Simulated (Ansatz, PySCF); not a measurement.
Pulling on the B1–H5 bond in C2H3B (SMILES BC#C) (multiplicity 1 held, fragments rigid). Energies count from the point at 1.189 Å.
Geometry at that point (charge 0, multiplicity 1):
```xyz
6

B     -1.1934    -0.0518    -0.7150
C      0.0924     0.0040     0.0554
C      1.1293     0.0490     0.6766
H      2.0411     0.0886     1.2230
H     -1.9546     0.8608    -0.6666
H     -1.4500    -1.0086    -1.3734
```

Restricted levels (R-, RO-) in cc, def2 and unpolarised 6-31G sets keep to the state of the molecule at rest. U- levels take the lowest unrestricted solution at each point, which mixes spins at long bonds. Levels need not reach the same state.

Frozen-core correlation. Rows in 6-31G* carry no dispersion term and start afresh at each structure (6-31G* with six Cartesian d functions).

Codes used: Ansatz (Gaussian basis) for Hartree–Fock, density functionals and correlated methods; PySCF for 6-31G* rows. Each number belongs to the level named beside it.

Q: What energy at R = 3.806 Å does U-CCSD(T)/cc-pVTZ give?

A: 107.5 kcal/mol

Q: Estimate the energy at R = 3.806 Å that U-B3LYP/6-31G* returns for this input.

A: 107.8 kcal/mol

Q: Estimate the energy at R = 3.806 Å that R-SCS-MP2/cc-pVTZ returns for this input.

A: 137.2 kcal/mol

Doubts at one or more of the structures used: a spin-contaminated determinant (U-B3LYP/6-31G*, U-CCSD(T)/cc-pVTZ); a restricted determinant that unrestricted orbitals would lower (R-SCS-MP2/cc-pVTZ).

Ansatz is a quantum-chemistry and plane-wave program.
